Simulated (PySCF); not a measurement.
A geometry optimisation, step by step.

C₃H₉AlO.
Atom-mapped SMILES: `[CH3:1][CH2:2][AlH:3][O:4][CH3:5]` (hydrogens: H6, H7, H8 on C1; H9, H10 on C2; H11 on Al3; H12, H13, H14 on C5)

Computed by this run: PBE0-D3(BJ)/def2-SVP geometry optimisation, gas phase (PySCF); density fitting, grid level 1; the optimiser is geomeTRIC in internal coordinates, started from a GFN2-xTB structure with every atom displaced at random (about 0.01 Å). 10 of its 27 geometries are shown. The frame can shift and turn from step to step; on so coarse a grid that alone can change the energy by a few meV, and forces under 0.02 eV/Å are noise.

Step 0: E = -11887.4314 eV, largest atomic force 1.618 eV/Å
```
atom  x, y, z in Å  |  force x, y, z in eV/Å
C1     -2.629    0.050   -0.157   -0.443   1.394  -0.691
C2     -1.279   -0.157   -0.803    0.497   0.254   0.753
Al3     0.111    0.096    0.603    0.727  -0.184  -0.805
O4      1.794    0.020    0.384   -1.486  -0.094   0.097
C5      3.146   -0.047    0.211   -0.440   0.370   0.555
H6     -3.461   -0.087   -0.877    0.073  -0.086   0.193
H7     -2.787   -0.599    0.683   -0.260  -0.597   0.767
H8     -2.717    1.099    0.211   -0.114  -0.411   0.018
H9     -1.245   -1.152   -1.224    0.278  -0.740  -0.358
H10    -1.154    0.530   -1.641    0.187   0.259  -0.330
H11    -0.305    0.389    2.065   -0.282   0.114   0.542
H12     3.556   -0.910    0.753    0.290  -0.199  -0.060
H13     3.368   -0.111   -0.849    0.560  -0.122  -0.596
H14     3.596    0.865    0.633    0.414   0.041  -0.086
```

Step 3: E = -11887.5831 eV, largest atomic force 0.105 eV/Å
```
atom  x, y, z in Å  |  force x, y, z in eV/Å
C1     -2.671    0.067   -0.194    0.006  -0.020  -0.082
C2     -1.230   -0.126   -0.676   -0.075   0.030   0.067
Al3     0.114    0.122    0.727    0.006   0.012   0.019
O4      1.748    0.011    0.362    0.012  -0.005  -0.015
C5      3.100   -0.057    0.132    0.022  -0.001   0.008
H6     -3.411   -0.120   -0.991    0.019   0.021   0.010
H7     -2.922   -0.611    0.638    0.008  -0.016   0.019
H8     -2.847    1.090    0.176    0.005  -0.004  -0.008
H9     -1.093   -1.136   -1.102   -0.009  -0.030  -0.004
H10    -1.002    0.559   -1.513    0.003   0.015  -0.005
H11    -0.297    0.423    2.236    0.020  -0.001  -0.012
H12     3.551   -0.938    0.625    0.000  -0.003   0.016
H13     3.327   -0.135   -0.947   -0.005   0.007  -0.019
H14     3.626    0.836    0.517   -0.012  -0.005   0.006
```

Step 6: E = -11887.5850 eV, largest atomic force 0.039 eV/Å
```
atom  x, y, z in Å  |  force x, y, z in eV/Å
C1     -2.685    0.071   -0.208   -0.005   0.003   0.019
C2     -1.234   -0.120   -0.649    0.020  -0.007  -0.016
Al3     0.120    0.124    0.746   -0.001   0.004   0.012
O4      1.748    0.001    0.353   -0.012  -0.011  -0.036
C5      3.100   -0.067    0.124    0.006   0.005   0.018
H6     -3.400   -0.105   -1.028   -0.003   0.000  -0.003
H7     -2.960   -0.614    0.611   -0.001   0.002  -0.007
H8     -2.869    1.092    0.165    0.001   0.000   0.003
H9     -1.090   -1.132   -1.075    0.001   0.007   0.004
H10    -0.987    0.563   -1.483   -0.003  -0.004   0.001
H11    -0.252    0.433    2.262   -0.003   0.003   0.003
H12     3.551   -0.947    0.618   -0.001   0.000  -0.003
H13     3.327   -0.142   -0.956   -0.001  -0.001   0.005
H14     3.624    0.827    0.511    0.002   0.000   0.000
```

Step 9: E = -11887.5408 eV, largest atomic force 0.738 eV/Å
```
atom  x, y, z in Å  |  force x, y, z in eV/Å
C1     -2.730    0.223   -0.157    0.460   0.574  -0.063
C2     -1.286   -0.077   -0.602   -0.597  -0.027   0.040
Al3     0.257    0.094    0.566   -0.381   0.113   0.232
O4      1.698   -0.284   -0.227    0.613  -0.034  -0.147
C5      3.044   -0.253    0.149   -0.631  -0.048   0.224
H6     -3.386    0.358   -1.032   -0.127  -0.279   0.069
H7     -3.133   -0.557    0.500   -0.115  -0.128  -0.006
H8     -2.807    1.177    0.398    0.080  -0.124   0.030
H9     -1.248   -1.098   -1.023    0.101   0.020  -0.081
H10    -1.029    0.581   -1.453    0.067  -0.020  -0.053
H11     0.379    0.576    2.081   -0.105   0.011   0.002
H12     3.273   -1.108    0.804    0.248  -0.180  -0.046
H13     3.673   -0.300   -0.747    0.247   0.033  -0.057
H14     3.288    0.651    0.737    0.140   0.088  -0.142
```

Step 12: E = -11887.6105 eV, largest atomic force 0.400 eV/Å
```
atom  x, y, z in Å  |  force x, y, z in eV/Å
C1     -2.716    0.211   -0.128    0.196   0.153  -0.081
C2     -1.321   -0.089   -0.695   -0.219   0.022   0.078
Al3     0.207    0.088    0.509    0.238  -0.006   0.034
O4      1.748   -0.244   -0.145    0.181  -0.002   0.120
C5      3.103   -0.225    0.191   -0.383   0.051  -0.104
H6     -3.480    0.251   -0.922   -0.023  -0.096   0.036
H7     -3.031   -0.546    0.606   -0.032  -0.047   0.020
H8     -2.758    1.185    0.389    0.035  -0.035  -0.008
H9     -1.294   -1.107   -1.123    0.013  -0.013  -0.044
H10    -1.112    0.575   -1.554    0.036   0.009  -0.021
H11     0.155    0.547    2.036   -0.071   0.009  -0.016
H12     3.389   -1.093    0.811   -0.027  -0.022   0.014
H13     3.712   -0.260   -0.726    0.075  -0.009  -0.057
H14     3.391    0.689    0.744   -0.019  -0.013   0.028
```

Step 14: E = -11887.6205 eV, largest atomic force 0.091 eV/Å
```
atom  x, y, z in Å  |  force x, y, z in eV/Å
C1     -2.684    0.217   -0.107   -0.034  -0.056   0.001
C2     -1.322   -0.082   -0.732    0.021  -0.011   0.010
Al3     0.208    0.093    0.473    0.077  -0.021  -0.043
O4      1.750   -0.248   -0.167   -0.078   0.026   0.021
C5      3.087   -0.229    0.199    0.013  -0.018  -0.037
H6     -3.499    0.209   -0.850    0.004   0.011  -0.006
H7     -2.951   -0.527    0.661    0.017   0.021   0.013
H8     -2.708    1.201    0.389   -0.013   0.018  -0.015
H9     -1.304   -1.099   -1.166   -0.010   0.002  -0.005
H10    -1.131    0.583   -1.595   -0.001   0.015   0.016
H11     0.101    0.553    1.995   -0.005   0.011   0.000
H12     3.356   -1.109    0.814    0.015   0.006   0.008
H13     3.731   -0.252   -0.699   -0.015   0.008   0.017
H14     3.359    0.674    0.777    0.008  -0.013   0.021
```

Step 17: E = -11887.6241 eV, largest atomic force 0.114 eV/Å
```
atom  x, y, z in Å  |  force x, y, z in eV/Å
C1     -2.691    0.207   -0.106    0.020   0.037  -0.006
C2     -1.320   -0.074   -0.722   -0.009  -0.004   0.003
Al3     0.215    0.109    0.477   -0.109   0.022   0.026
O4      1.751   -0.232   -0.162    0.050  -0.007  -0.002
C5      3.091   -0.235    0.191    0.037  -0.048   0.050
H6     -3.506    0.122   -0.843   -0.003  -0.020   0.009
H7     -2.923   -0.490    0.716   -0.008  -0.010   0.001
H8     -2.752    1.222    0.319    0.009  -0.008  -0.001
H9     -1.290   -1.089   -1.159    0.004  -0.001  -0.008
H10    -1.139    0.598   -1.583    0.005  -0.004  -0.006
H11     0.091    0.572    1.998    0.031   0.004  -0.009
H12     3.368   -1.147    0.752   -0.025  -0.004  -0.021
H13     3.726   -0.207   -0.711    0.009   0.032  -0.014
H14     3.371    0.628    0.825   -0.011   0.011  -0.021
```

Step 20: E = -11887.6280 eV, largest atomic force 0.062 eV/Å
```
atom  x, y, z in Å  |  force x, y, z in eV/Å
C1     -2.693    0.211   -0.094    0.012   0.005  -0.002
C2     -1.324   -0.062   -0.719   -0.009  -0.003  -0.014
Al3     0.223    0.137    0.459    0.037   0.018  -0.023
O4      1.751   -0.234   -0.196   -0.002  -0.014   0.042
C5      3.084   -0.261    0.191   -0.045   0.007  -0.043
H6     -3.520    0.005   -0.792   -0.002   0.011  -0.003
H7     -2.871   -0.403    0.804   -0.004  -0.010  -0.007
H8     -2.794    1.262    0.221    0.002  -0.003   0.014
H9     -1.285   -1.081   -1.147    0.002  -0.006   0.019
H10    -1.159    0.602   -1.589   -0.003  -0.010  -0.006
H11     0.153    0.631    1.973   -0.004   0.006   0.001
H12     3.361   -1.241    0.620    0.007  -0.004  -0.001
H13     3.739   -0.092   -0.682    0.005   0.013   0.008
H14     3.328    0.511    0.945    0.005  -0.009   0.014
```

Step 23: E = -11887.6356 eV, largest atomic force 0.179 eV/Å
```
atom  x, y, z in Å  |  force x, y, z in eV/Å
C1     -2.684    0.255   -0.082   -0.066  -0.071   0.048
C2     -1.338   -0.091   -0.713    0.035  -0.018   0.033
Al3     0.229    0.156    0.428    0.171  -0.002  -0.053
O4      1.742   -0.283   -0.228   -0.080  -0.017  -0.017
C5      3.066   -0.293    0.186   -0.006   0.113  -0.019
H6     -3.535    0.001   -0.735    0.011   0.047  -0.036
H7     -2.849   -0.285    0.866    0.019   0.018  -0.017
H8     -2.761    1.329    0.153   -0.012   0.015   0.003
H9     -1.321   -1.144   -1.053   -0.012   0.003   0.015
H10    -1.172    0.494   -1.636   -0.019   0.000  -0.001
H11     0.251    0.733    1.912   -0.080   0.012   0.014
H12     3.433   -1.327    0.312    0.032  -0.012  -0.001
H13     3.711    0.200   -0.564   -0.005  -0.048   0.004
H14     3.220    0.239    1.146    0.012  -0.041   0.029
```

Step 26: E = -11887.6425 eV, largest atomic force 0.033 eV/Å
```
atom  x, y, z in Å  |  force x, y, z in eV/Å
C1     -2.685    0.269   -0.079    0.010   0.012  -0.008
C2     -1.341   -0.129   -0.689   -0.006  -0.006   0.010
Al3     0.234    0.151    0.435   -0.009  -0.002   0.004
O4      1.745   -0.296   -0.210    0.003   0.019  -0.007
C5      3.079   -0.279    0.170    0.014  -0.023   0.019
H6     -3.527    0.080   -0.765   -0.002  -0.005   0.004
H7     -2.897   -0.286    0.850   -0.003  -0.004   0.001
H8     -2.719    1.339    0.181    0.003  -0.003   0.002
H9     -1.348   -1.196   -0.982   -0.001   0.000  -0.005
H10    -1.170    0.412   -1.638    0.002  -0.002  -0.003
H11     0.202    0.761    1.907    0.004   0.002  -0.002
H12     3.497   -1.302    0.178   -0.004   0.000  -0.007
H13     3.683    0.311   -0.542   -0.004   0.006  -0.004
H14     3.238    0.150    1.178   -0.006   0.005  -0.007
```

Question: Summarise the path.

Answer: The energy falls by 0.2111 eV from step 0 to step 26; nine tenths of that is first reached at step 15. It rises by more than 0.2 meV at step 9. The largest force goes from 1.618 to 0.033 eV/Å. Among the bonds Al3–H11 changes most, from 1.548 to 1.594 Å; the atoms move by 0.436 Å rms after alignment.

What follows is the cost of the whole optimisation. Hardware: an Arm Neoverse V1 with one thread (shared host). Cost: 2.1 min of wall time, 0.50 GiB resident at most.
